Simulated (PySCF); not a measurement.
## OsH3: fields on a plane

Method: PySCF, UPBE0, basis Os def2-TZVP with ECP60, H def2-TZVP (scalar-relativistic core potentials, no spin–orbit coupling, density fitting).

The doublet minimum has Os–H 1.583 Å (×3); H–Os–H 103.8° (×3).

The plane holds Os1 at (0.00, 0.00), H2 at (1.58, 0.00), H3 at (-0.38, 1.54) Å. Columns run from x = -2.25 to 3.75 Å, rows from y = 3.75 (top) to -1.95 Å, in steps of 0.3 Å. Other isomers or separated fragments may lie lower. Core electrons replaced by a potential are absent, the electrostatic potential uses the reduced nuclear charge, and values within about 0.7 Å of such atoms have no physical meaning.

**Question.** Give the electrostatic potential (V) (cut at 20 V). Lower edges of the bins (V): '_' -0.61, '.' -0.49, ':' -0.29, '-' 0.01, '=' 0.50, '+' 1.27, '*' 2.48, '#' 4.41, '%' 7.47, '@' 12.32; top 20.0, each point printed twice.

**Answer.** 
```
::::::::::::::::::::::::::::::::::::::::::
::::::::::::::::::::::::::::::::::::::::::
::::::::::::::::............::::::::::::::
::::::::::::::::::............::::::::::::
::::::::--------::..............::::::::::
::::::::==++++++==::..____........::::::::
::::::--++##%%%%**--..________......::::::
::::----**@@@@@@##==::________......::::::
------==**%%@@@@##**==::..____........::::
----==++**##@@@@@@%%**++--::::........::::
====++**##@@@@@@@@@@%%**++++==--::::::::::
==++++##%%@@@@@@@@@@@@%%%%%%##++--::::::::
==++**##@@@@@@@@@@@@@@@@@@@@@@**==::::::::
==++**##@@@@@@@@@@@@@@@@@@@@@@**==::::::::
==++**##%%@@@@@@@@@@@@%%%%%%##++--::::::::
==++++**##@@@@@@@@@@@@##**++==--::::::::::
====++++**##%%@@@@%%##**++==--::::::::::::
========++**########**++==--::::::::::::::
--========++++******++++==----::::::::::::
----========++++++++++====----::::::::::::
```

**Question.** Give the electron density (e/Å³) (cut at 5 e/Å³). Every second row and column.

**Answer.** 
```
0.00 0.00 0.00 0.00 0.00 0.00 0.00 0.00 0.00 0.00 0.00
0.00 0.00 0.00 0.00 0.00 0.00 0.00 0.00 0.00 0.00 0.00
0.00 0.00 0.02 0.04 0.03 0.01 0.00 0.00 0.00 0.00 0.00
0.00 0.01 0.10 0.44 0.20 0.04 0.01 0.00 0.00 0.00 0.00
0.00 0.03 0.24 1.59 0.60 0.15 0.05 0.02 0.00 0.00 0.00
0.00 0.03 0.25 1.39 2.35 0.71 0.26 0.10 0.02 0.00 0.00
0.00 0.02 0.34 5.00 0.30 2.15 1.33 0.49 0.04 0.00 0.00
0.00 0.03 0.33 5.00 5.00 1.34 0.62 0.25 0.03 0.00 0.00
0.00 0.02 0.13 0.44 0.34 0.16 0.09 0.04 0.01 0.00 0.00
0.00 0.01 0.03 0.04 0.03 0.02 0.01 0.01 0.00 0.00 0.00
```

Other spin states or occupations of the open shell can lie lower. Spin–orbit coupling, left out here, can matter for elements this heavy.
